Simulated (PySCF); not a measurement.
CH3Te, SMILES [Te]C, multiplicity 2.

The structure is a stationary point at r2SCAN-D4/def2-TZVP. The isomer is the one that the SMILES or the coordinates give; other isomers of the formula were not compared. The def2 effective core potentials stand for the cores of Te; spin–orbit coupling is left out.

The numbers are results of PBE/def2-TZVPD (PySCF), not measurements.

The molecule is in vacuum.

Computed frontier levels, dipole moment and polarisability:
| Item | Result |
|---|---|
| α spin, highest occupied and lowest empty level | -5.15 and -1.36 eV |
| β spin, highest occupied and lowest empty level | -4.87 and -4.70 eV |
| dipole moment | 1.24 D |
| quadrupole, principal values (traceless, Buckingham form, about the centre of nuclear charge) | -4.70, 1.39, 3.31 D·Å |
| mean static polarisability | 57.7 bohr³ (8.54 Å³) |
| polarisability, principal values | 48.4, 56.6, 68.0 bohr³ |
| ⟨S²⟩ | 0.753 (pure state 0.75) |
